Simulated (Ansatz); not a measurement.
Correlation energies of BGaH$_{5}$NO, SMILES `OB[NH][GaH2]` by basis set

```json
{"atom": "O1", "x (Å)": "-0.463", "y (Å)": "0.395", "z (Å)": "-1.068"}
{"atom": "B2", "x (Å)": "-0.379", "y (Å)": "-0.935", "z (Å)": "-0.574"}
{"atom": "N3", "x (Å)": "0.217", "y (Å)": "-0.882", "z (Å)": "0.665"}
{"atom": "Ga4", "x (Å)": "0.506", "y (Å)": "1.005", "z (Å)": "0.825"}
{"atom": "H5", "x (Å)": "-0.851", "y (Å)": "0.569", "z (Å)": "-1.925"}
{"atom": "H6", "x (Å)": "-0.789", "y (Å)": "-1.856", "z (Å)": "-1.218"}
{"atom": "H7", "x (Å)": "0.407", "y (Å)": "-1.671", "z (Å)": "1.254"}
{"atom": "H8", "x (Å)": "1.921", "y (Å)": "1.547", "z (Å)": "0.428"}
{"atom": "H9", "x (Å)": "-0.570", "y (Å)": "1.828", "z (Å)": "1.612"}
```

The species carries charge 0 and has multiplicity 1. Correlated methods include outer-core shells of Ga, which these sets cover unevenly. Scalar relativity is left out up to krypton. The geometry is a stationary point of PBE0-D4/def2-TZVP. It is one conformer, not always the lowest. Frozen core, restricted reference, the Gaussian-basis code of Ansatz.

```json
{"basis": "def2-SVP", "HF (Eh)": "-2079.88782", "MP2 corr.": "-0.65790"}
{"basis": "def2-TZVPP", "HF (Eh)": "-2080.32214", "MP2 corr.": "-0.78640"}
{"basis": "def2-QZVPP", "HF (Eh)": "-2080.37035", "MP2 corr.": "-1.07451"}
```

(1) Estimate the CCSD correlation energy and the (T) correction in each basis where they were run (hartree).

## Answers

(1) 
```csv
basis,CCSD corr.,(T)
def2-SVP,-0.67937,-0.01957
def2-TZVPP,-0.80500,-0.03117
```
